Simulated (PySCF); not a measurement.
# Selenium: a sound run and one with changed settings

Sound run: Se²⁺ [Ar] 3d10 4s2 4p2, Se³⁺ [Ar] 3d10 4s2 4p1. All numbers are calculated (PySCF 2.14, the spin-free X2C one-electron Hamiltonian (Gaussian nucleus), in cc-pVTZ-DK (6s5p3d1f, 43 functions)). In the sound run the correlated levels freeze [Ar] 3d10. The sound run starts from symmetry-adapted Hartree-Fock orbitals and uses a fine grid where one is needed.

Changed run: the non-relativistic Hamiltonian (point nucleus). This setting is unsound on purpose.

```
species   method  sound run (hartree)  changed run (hartree)  converged
   Se²⁺      UHF          -2426.98658            -2380.37052        yes
   Se²⁺     TPSS          -2428.60640            -2382.00732        yes
   Se²⁺   r2SCAN          -2428.64419            -2382.04201        yes
   Se²⁺      MP2          -2427.04287            -2380.42763        yes
   Se²⁺  CCSD(T)          -2427.06017            -2380.44596        yes
   Se³⁺      UHF          -2425.84733            -2379.22948        yes
   Se³⁺     TPSS          -2427.44414            -2380.84139        yes
   Se³⁺   r2SCAN          -2427.47456            -2380.86940        yes
   Se³⁺      MP2          -2425.88935            -2379.27231        yes
   Se³⁺  CCSD(T)          -2425.90456            -2379.28862        yes
```

Ionisation energy of Se²⁺:

```csv
method,sound run (eV),changed run (eV)
UHF,31.001,31.050
TPSS,31.627,31.727
r2SCAN,31.827,31.908
MP2,31.389,31.438
SCS-MP2,31.313,31.362
CCSD,31.424,31.470
CCSD(T),31.446,31.493
```

Most of the change in total energy is the relativistic energy itself. On top of that the contraction fixes the core shape for the Hamiltonian it was made with, so the changed run is not a good calculation with the other Hamiltonian either.

For comparison, NIST gives 31.697 ± 0.019 eV between the lowest levels.
